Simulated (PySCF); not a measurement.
Zn(18+) (zinc, charge +18): Hartree-Fock from Schrödinger to Dirac-Coulomb-Breit

Occupied: 1s1/2, 2s1/2, 2p1/2, 2p3/2, 3s1/2. Hartree-Fock calculated with PySCF 2.14 in an even-tempered Gaussian basis (21 s from 0.8 bohr⁻², ratio 2.3; 15 p from 0.96 bohr⁻², ratio 2.3), Gaussian nucleus throughout. NR is non-relativistic, sf-X2C the spin-free one-electron X2C Hamiltonian, X2C adds the bare one-electron spin-orbit term, X2C-SNSO screens it by Boettger's factors, DC is four-component Dirac-Coulomb, and the Gaunt and Breit terms are added at first order (total energies over the DC spinors, levels after relaxing the spinors in that mean field). QED terms are absent. Levels marked empty are virtual spinors of this ion; the basis has s and p functions only, so 3d, which can lie below the n = 4 levels, is absent.

```csv
Hamiltonian,E (hartree),E − E(DC) (hartree),CPU seconds
NR,-1604.5680,16.5889,0.67
sf-X2C,-1620.8443,0.3125,0.4
X2C,-1620.8987,0.2582,0.51
X2C-SNSO,-1620.8916,0.2653,0.51
DC,-1621.1569,0.0000,24
DC+Gaunt,-1620.3778,0.7791,43
DC+Breit,-1620.4436,0.7133,130
```

Give the 2p spin-orbit interval with each Hamiltonian that has one.

X2C 26.86; X2C-SNSO 25.05; DC 24.82; DC+Gaunt 24.28; DC+Breit 24.28 (eV).

| level (eV) | NR | sf-X2C | X2C | X2C-SNSO | DC | DC+Gaunt | DC+Breit |
| --- | --- | --- | --- | --- | --- | --- | --- |
| 1s1/2 | -10322.3 | -10439.9 | -10439.8 | -10439.8 | -10444.8 | -10432.2 | -10432.9 |
| 2s1/2 | -1884.0 | -1912.1 | -1912.1 | -1912.1 | -1912.6 | -1911.5 | -1911.6 |
| 2p1/2 | -1739.4 | -1746.3 | -1764.4 | -1763.1 | -1763.3 | -1761.4 | -1761.6 |
| 2p3/2 | -1739.4 | -1746.3 | -1737.5 | -1738.1 | -1738.4 | -1737.1 | -1737.3 |
| 3s1/2 | -686.51 | -693.78 | -693.78 | -693.78 | -693.88 | -693.64 | -693.66 |
| 3p1/2 (empty) | -610.41 | -612.72 | -616.43 | -616.17 | -616.19 | -615.81 | -615.86 |
| 3p3/2 (empty) | -610.41 | -612.72 | -610.94 | -611.05 | -611.11 | -610.85 | -610.90 |
| 4s1/2 (empty) | -336.00 | -338.71 | -338.71 | -338.71 | -338.74 | -338.66 | -338.67 |

Weight of the small component: 1s1/2 0.0117, 2s1/2 0.00233, 2p1/2 0.00228, 2p3/2 0.00224, 3s1/2 0.000754, 3p1/2 0.000711, 3p3/2 0.000704, 4s1/2 0.000350.

Koopmans' value for the highest occupied level at DC+Breit: 693.66 eV, against an ionisation energy of 697.5 ± 0.7 eV (semi-empirical (NIST evaluation); NIST Atomic Spectra Database, ionization energies); the former lacks relaxation, correlation, QED and recoil.

The whole ladder took 210 s of wall time on 1 thread of Neoverse-N1 (shared host), launched as `OMP_NUM_THREADS=1 python relrun2.py TASK.json OUT` (a driver that calls PySCF for each Hamiltonian).

Dirac-Coulomb iterations, started from the X2C spinors:

```
with_ssss True, with_gaunt False, with_breit False
light speed = 137.03599967994
init E= -1619.78874683501
cycle= 1 E= -1621.15685321122  delta_E= -1.37  |g|= 0.236  |ddm|= 0.0268
cycle= 2 E= -1621.15688935736  delta_E= -3.61e-05  |g|= 0.00448  |ddm|= 0.00373
cycle= 3 E= -1621.15688953819  delta_E= -1.81e-07  |g|= 0.000345  |ddm|= 0.000399
cycle= 4 E= -1621.15688953931  delta_E= -1.13e-09  |g|= 1.58e-06  |ddm|= 2.52e-05
```
